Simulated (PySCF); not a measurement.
**HInS at several levels of theory**

All levels use the PBE0 minimum (singlet; In–H 1.677 Å, In–S 2.177 Å; H–In–S 180.0°), basis [In def2-TZVP with ECP28, S def2-TZVP, H def2-TZVP], scalar-relativistic core potentials, density fitting, no spin–orbit coupling, PySCF. For vertical energies the ionised species is a doublet (spins chosen at PBE0 and kept) and the electron-attached one a doublet. Atomisation goes to high-spin ground-configuration atoms, without zero-point energy. Open shells are unrestricted, also as the reference of the correlated levels. A dash marks a value that was not computed or is not defined at that level.

Z-matrix (Å, degrees; charge 0 multiplicity 1):
```
In
S  1 2.1773
H  1 1.6767 2 180.00
```

```
level  atomisation (kJ/mol)  vertical IP (eV)  vertical EA (eV)  −ε(HOMO) (eV)  gap (eV)  dipole (D)
 PBE0                     ?                 ?                 ?              ?         ?           ?
   HF                     ?                 ?                 ?              ?         ?           ?
  MP2                   570              8.97             -0.15              –         –           –
  PBE                   603              8.97              0.02           5.83      3.55        3.83
```

(1) Fill in the row of HF.

(2) Fill in the row of PBE0.

Results:

(1) atomisation (kJ/mol) 347, vertical IP (eV) 7.46, vertical EA (eV) -0.41, −ε(HOMO) (eV) 9.07, gap (eV) 9.76, dipole (D) 5.24.

(2) atomisation (kJ/mol) 584, vertical IP (eV) 8.84, vertical EA (eV) 0.06, −ε(HOMO) (eV) 6.83, gap (eV) 5.21, dipole (D) 4.29.

Without diffuse functions attachment energies tend to come out too low.
